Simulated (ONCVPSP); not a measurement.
Zn (Z = 30), ONCV: configuration errors across variants

```json
{"Element": "zinc (Zn)", "Generator": "ONCVPSP 4.0.1", "Type": "optimised norm-conserving Vanderbilt (ONCV)", "Functional": "LDA (Perdew-Wang 92)", "Relativity": "scalar-relativistic", "Frozen core": "[Ne]", "Valence charge": "20", "Reference configuration": "3s2 3p6 3d10 4s1.75 (charge +0.25)", "Partial waves": "3s+4s: rc 1.30 bohr, ncon 5, nbas 10, qcut 9.3 1/bohr, 2 projectors; 3p: rc 0.70 bohr, ncon 4, nbas 8, qcut 10.3 1/bohr, 2 projectors, debl 3.1 Ha; 3d: rc 1.30 bohr, ncon 3, nbas 7, qcut 10 1/bohr, 3 projectors, debl 2.6 Ha", "Local potential": "polynomial inside 0.55 bohr (lpopt 5, dvloc0 4 Ha)", "Core correction": "Teter function, fcfact 5.25, rcfact 1.75"}
```

In the p channel the program set the typed energies aside and used -3.143, 0.250 Ha.

All-electron excitation energies from the reference (eV): (1) 3s2 3p6 3d10 4s2 -1.793; (2) 3s2 3p6 3d10 4s1 8.391; (3) 3s2 3p6 3d10 4s0 27.155; (4) 3s1 3p6 3d10 4s2 135.680.

Errors AE − PS in meV (a dash: test not solved or not reliable):

```tsv
change	(1)	(2)	(3)	(4)	bound ghosts	GHOST(+) flags above zero
base	+0.2	+0.5	+6.6	-688	none	s
all radii but the core radius scaled by about 0.79 (s 1.02, p 0.56, d 1.02 bohr); local potential polynomial inside 0.44 bohr (lpopt 5, dvloc0 4 Ha)	+0.1	0.0	+2.7	-297	none	s, p, d
all radii but the core radius scaled by about 0.84 (s 1.10, p 0.58, d 1.10 bohr); local potential polynomial inside 0.46 bohr (lpopt 5, dvloc0 4 Ha)	+0.2	+0.1	+3.8	-403	none	s, d
all radii but the core radius scaled by about 0.91 (s 1.18, p 0.64, d 1.18 bohr); local potential polynomial inside 0.50 bohr (lpopt 5, dvloc0 4 Ha)	+0.2	+0.3	+4.8	-509	none	s
all radii but the core radius scaled by about 1.03 (s 1.34, p 0.72, d 1.34 bohr); local potential polynomial inside 0.58 bohr (lpopt 5, dvloc0 4 Ha)	+0.2	+0.6	+7.2	-743	none	s, d
all radii but the core radius scaled by about 1.09 (s 1.42, p 0.76, d 1.42 bohr); local potential polynomial inside 0.60 bohr (lpopt 5, dvloc0 4 Ha)	+0.3	+0.7	+8.3	-846	none	d
all radii but the core radius scaled by about 1.26 (s 1.64, p 0.88, d 1.64 bohr); local potential polynomial inside 0.70 bohr (lpopt 5, dvloc0 4 Ha)	+0.3	+1.1	+11	-1094	none	none
all radii but the core radius scaled by about 1.31 (s 1.70, p 0.92, d 1.70 bohr); local potential polynomial inside 0.72 bohr (lpopt 5, dvloc0 4 Ha)	+0.3	+1.2	+11	-1146	none	none
```

**Question.** Give the same row for: all radii but the core radius scaled by about 1.20 (s 1.56, p 0.84, d 1.56 bohr); local potential polynomial inside 0.66 bohr (lpopt 5, dvloc0 4 Ha).

**Answer.** +0.3, +1.0, +10, -1018; bound ghosts: none; GHOST(+) flags above zero: d.
